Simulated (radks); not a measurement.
Numerical settings for neutral fluorine, [He] 2s2 2p5. Method: non-relativistic Kohn-Sham, PBE, spin-unpolarised, spherical densities, point nucleus; computed with a radial shooting solver on a logarithmic mesh with Libxc functionals. The defaults (mesh step 0.008 in ln r, mesh end at 40 bohr or more with all orbitals vanishing there, Anderson mixing 0.5 over 9 steps, residual threshold near 1e-9 with the energy settled to 1e-9 hartree or 1e-11 of itself, here a cap of 53 iterations) give E = -99.6507 hartree and 2p at -11.121 eV in 14 iterations. Run on one thread of a shared host, so times are rough (Arm Neoverse N1): 0.06 s of CPU time, 0.06 s wall, 14 iterations on 2496 mesh points. Changes against that run (0 stands for a change within the tolerance of the run):

\begin{tabular}{lrrrrr}
setting & iterations & converged & E (mhartree) & e(2p) (meV) & CPU (s) \\ \hline
mesh step in ln r 0.08 & 14 & yes & +0.000499 & 0 & 0.02 \\
mesh step in ln r 0.12 & 4 & no & diverged & - & 0.01 \\
mesh step in ln r 0.2 & 53 & no & -5.87e+05 & - & 0.08 \\
mesh end (bohr) 3 & 13 & yes & +176 & +4.37e+03 & 0.05 \\
mesh end (bohr) 5 & 15 & yes & +3.68 & +225 & 0.06 \\
residual threshold 1e-16 & 53 & no & 0 & 0 & 0.16 \\
residual threshold 0.1 & 10 & yes & 0 & +0.192 & 0.05 \\
mixing 0.05 & 22 & yes & 0 & 0 & 0.09 \\
linear mixing, mixing 0.05 & 53 & no & +0.262 & -829 & 0.17 \\
linear mixing, mixing 0.2 & 53 & no & 0 & -0.0568 & 0.16 \\
mixing history 20 & 18 & yes & 0 & 0 & 0.07 \\
iteration cap 2 & 2 & no & +56 & -1.26e+04 & 0.01 \\
\end{tabular}

Settings that end as converged yet miss the energy by more than 1 mhartree: mesh end (bohr) 3 (+0.176 hartree); mesh end (bohr) 5 (+0.00368 hartree). A mesh that ends early acts as a hard wall.
